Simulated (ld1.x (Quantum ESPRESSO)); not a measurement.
**Br (Z = 35): one change to an RRKJ potential, before and after**

Br (Z = 35), norm-conserving RRKJ (Kleinman–Bylander form), made with ld1.x (Quantum ESPRESSO) 7.5 (PBEsol, scalar-relativistic). Core [Ar], reference 3d10 4s1.75 4p5.25. Waves: 4p (bound): rc 1.50 bohr; 3d (bound): rc 0.75 bohr; 4f channel at 0.05 Ry: rc 1.25 bohr; 4s (bound): rc 1.25 bohr. Local part: the s channel. Core correction: none.

Change: core correction a·sin(br)/r model core inside 0.72 bohr.

Cutoffs: the cutoffs (Ry, on a coarse ladder) from which the occupation-weighted sum of valence levels, in a spherical-Bessel basis at the reference potential, stays within 10 and 1 mRy of its value at 400 Ry; they do not see the model core or the augmentation charge, which bear on the density cutoff. Errors are all-electron minus pseudo energies relative to the spin-unpolarised reference configuration.

Task: How do hardness, ghosts and transferability respond?

Result: Both files keep a bound ghost (p); the errors of the 7 common tests hardly move. A model core, the more so a compact one, raises the density cutoff, which this test does not measure.

```csv
quantity,base,changed
"cutoff, loose",over 300 Ry,over 300 Ry
"cutoff, tight",over 300 Ry,over 300 Ry
bound ghosts,p,p
"error for 3d10 4s2 4p5, meV [ΔE -3.08 eV]",0.0,-0.1
"error for 3d10 4s2 4p4, meV [ΔE 9.48 eV]",-4.8,-4.4
"error for 3d10 4s2 4p3, meV [ΔE 32.25 eV]",-16,-14
"error for 3d10 4s2 4p4.5, meV [ΔE 2.00 eV]",-1.5,-1.5
"error for 3d10 4s1 4p5, meV [ΔE 22.49 eV]",-11,-12
"error for 3d10 4s2 4p5.3, meV [ΔE -5.04 eV]",+0.1,0.0
"error for 3d9 4s2 4p6, meV [ΔE 61.24 eV]",-1432,-1531
s: phases at 1.65 bohr within 0.05 rad from the reference energy up to (Ry; the scan ends near 5),to the end of the scan,to the end of the scan
p: phases at 1.65 bohr within 0.05 rad from the reference energy up to (Ry; the scan ends near 5),to the end of the scan,to the end of the scan
d: phases at 1.65 bohr within 0.05 rad from the reference energy up to (Ry; the scan ends near 5),-0.8,-0.8
f: phases at 1.65 bohr within 0.05 rad from the reference energy up to (Ry; the scan ends near 5),to the end of the scan,to the end of the scan
```

 A true bound ghost makes a file unfit for plane-wave use even where its test errors are small: the radial tests pick states by their node count and pass the ghost by.
